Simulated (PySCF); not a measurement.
**Spinor energies of Ce²³⁺ (cerium, charge +23)**

Start: [Ar] 3d10 4s2 4p5; 4p1/2 filled at m_j = -1/2, +1/2; 4p3/2 filled at m_j = -1/2, +1/2, +3/2. Calculated with PySCF 2.14 in an even-tempered Gaussian basis (17 s from 1.7 bohr⁻², ratio 2.8; 14 p from 2.2 bohr⁻², ratio 2.8; 9 d from 3.8 bohr⁻², ratio 2.8; 4 f from 12 bohr⁻², ratio 3): generalised Hartree-Fock with the X2C-1e Hamiltonian and a Gaussian nucleus; spin-orbit coupling (SO) screened by Boettger's factors.

| spinor shell | electrons | ε, screened SO (eV) | weight of nominal j (screened SO) | rms radius, screened SO (bohr) |
| --- | --- | --- | --- | --- |
| 1s1/2 | 2 | -41324.5 | 1.000 | 0.0281 |
| 2s1/2 | 2 | -7296.3 | 1.000 | 0.114 |
| 2p1/2 | 2 | -6915.1 | 1.000 | 0.0978 |
| 2p3/2 | 4 | -6463.5 | 1.000 | 0.104 |
| 3s1/2 | 2 | -2117.9 | 1.000 | 0.294 |
| 3p1/2 | 2 | -1956.6 | 1.000 | 0.285 |
| 3p3/2 | 4 | -1862.9 | 1.000 | 0.297 |
| 3d3/2 | 4 | -1584.9 | 0.999 | 0.268 |
| 4s1/2 | 2 | -877.48 | 1.000 | 0.628 |
| 4p1/2 | 2 | -809.31 | 0.996 | 0.642 |
| 4p3/2 | 3 | -784.20 | 0.997 | 0.665 |

(1) Where does 3d5/2 lie, and what is the 3d spin-orbit splitting (screened SO)?

```csv
quantity,screened SO
E (hartree),-8622.92893
M_J,3/2
⟨J²⟩,3.752
⟨L²⟩,2.026
⟨S²⟩,0.776
```

Each row is a mean over spinors that exchange with the open shell spreads, by up to 9.038 eV (4s1/2).

Breit and QED terms are absent; they matter most for the inner s and p1/2 levels.

Densities and radii are taken from the X2C orbitals without a picture-change correction, which distorts them close to the nucleus.

## Answers

(1) At -1564.8 eV, 20.076 eV above 3d3/2.
